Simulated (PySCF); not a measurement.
**Where the electron goes**

Species: GeHMe2F, C₂H₇FGe.
Cartesian coordinates in Å at the PBE0-D3(BJ)/def2-SVP level; atoms count from 1:
```
atom  x, y, z in Å
Ge1   -0.258   -0.459    0.489
H2    -0.312   -0.568    2.026
C3     1.549   -0.581   -0.203
H4     2.162    0.253    0.172
H5     1.534   -0.540   -1.302
H6     2.016   -1.527    0.106
C7    -1.230    1.076   -0.187
H8    -2.273    1.057    0.158
H9    -1.223    1.070   -1.287
H10   -0.762    2.009    0.162
F11   -1.104   -1.877   -0.103
```

The calculation used TDDFT CAM-B3LYP/def2-SVPD, vertical, gas phase, core orbitals frozen in the response in PySCF. Relativistic effects, spin–orbit coupling among them, are left out although an element past zinc is present.

Kohn–Sham orbitals with the atoms that hold most of them (Löwdin shares over 4%, at most four atoms; ? is withheld):

```tsv
orbital	ε (eV)	atoms
LUMO+2	1.66	C3 16%, C7 16%, Ge1 13%, H2 9%
LUMO+1	1.54	Ge1 40%, H2 16%, F11 16%, C7 8%
LUMO	1.10	?
HOMO	-10.14	C3 25%, C7 25%, Ge1 20%, F11 11%
HOMO-1	-10.37	?
HOMO-2	-12.47	F11 52%, C3 13%, C7 13%, H6 6%
HOMO-3	-12.51	F11 39%, C7 13%, C3 13%, Ge1 9%
```

(1) Which atoms hold the HOMO-1, and with what shares?

(2) Give the leading atoms of the LUMO.

(3) The HOMO–LUMO gap is 11.24 eV. Where does the response calculation put the lowest singlet, and from which orbitals?

(4) One configuration dominates each of S1, S2, S3 and S4. Which, and how do the shares of the two leading atoms of either orbital change from the occupied to the empty one?

Results:

(1) Ge1 (bonded to 2 C, F and H) 28%; H2 (bonded to Ge) 26%; F11 (bonded to Ge) 14%; C7 (bonded to Ge and 3 H) 12%.

(2) Ge1 (bonded to 2 C, F and H) 30%; C7 (bonded to Ge and 3 H) 15%; C3 (bonded to Ge and 3 H) 15%; H10 (bonded to C) 8%. By element: carbon 30%, germanium 30%, hydrogen 8% or more.

(3) S1 is at 8.07 eV (f = 0.0056), 3.17 eV below the gap, made of HOMO→LUMO+1 (88%). Its leading pair isn't HOMO and LUMO; the energies of that pair differ by 11.68 eV. 

(4) 
- S1 (8.07 eV, f 0.0056), HOMO→LUMO+1 (88%): C3 25% → at most 8%, C7 25% → 8%, Ge1 20% → 40%, H2 at most 12% → 16%
- S2 (8.19 eV, f 0.0074), HOMO-1→LUMO+1 (92%): Ge1 28% → 40%, H2 26% → 16%
- S3 (8.26 eV, f 0.102), HOMO→LUMO (91%): C3 25% → 15%, C7 25% → 15%, Ge1 20% → 30%
- S4 (8.61 eV, f 0.022), HOMO-1→LUMO (76%): Ge1 28% → 30%, H2 26% → at most 9%, C7 12% → 15%

Löwdin shares depend on the basis, the more so with diffuse functions.
